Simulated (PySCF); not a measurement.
**Identify the compound**

The spectra below were simulated for a compound C₅H₁₁ClSi.

1H NMR (300 MHz, computed): δ 6.43 (m, 1H), 6.32 (m, 1H), 4.30 (m, 2H), 1.10 (m, 6H), 1.03 (m, 1H).

13C{1H} NMR (computed): δ 147.0 (CH), 130.9 (CH), 20.4 (CH3, 2C), 17.1 (CH).

Theoretical values (PySCF 2.14.0 with density-fitted response routines): GIAO PBE0/pcSseg-1 shieldings, geometry: GFN2-xTB. One averaged value for each set of equivalent atoms, single conformer, no solvent, non-relativistic Hamiltonian.

Chemical shifts δ = σref − σ; 1H, 13C vs TMS, all at this level.

Q: What is the structure?

A: 
- Rings plus π bonds: 1 (no ring in the answer).
- 4 carbon signals for 5 carbons: some carbons are equivalent by symmetry or fast rotation.
- Carbon types of the structure: 3 × CH, 2 × CH3, leaving 2 H on heteroatoms.
- δC 147.0, 130.9: alkene CH; as expected for a trigonal carbon in a double bond.
- δC 20.4: methyl carbon; saturated and bonded to C and H only.
- δC 17.1: sp3 CH bonded to Si.
- δH 6.43, 6.32: hydrogen on an alkene CH; a vinylic proton, deshielded by the sp2 carbon and the C=C anisotropy.
- δH 4.30: hydrogen on a silicon bonded to 2 C.
- δH 1.10: hydrogen on a methyl carbon.
- δH 1.03: hydrogen on an sp3 CH bonded to Si.

Structure: `InChI=1S/C5H11ClSi/c1-5(2)7-4-3-6/h3-5H,7H2,1-2H3/b4-3+`.

The shifts were computed for this structure.

Carbons that carry Cl, above all several Cl atoms, come out too deshielded, partly because spin–orbit coupling is missing. Shifts are as computed. Against solution values, carbons near 30 ppm lie about +3 ppm off and those near 130 ppm about +5 ppm; carbons on Cl a further +6 ppm. Of 1211 compounds with measured shifts, 218 miss one by over three times the rms of a fit or turn the order of signals round; such compounds aren't used in these exercises. No couplings were computed; multiplicities are counted from neighbouring protons, with m where these are inequivalent, close in shift, in a saturated or five-membered ring or joined by F or P, and br s for small geminal =CH2 splittings.
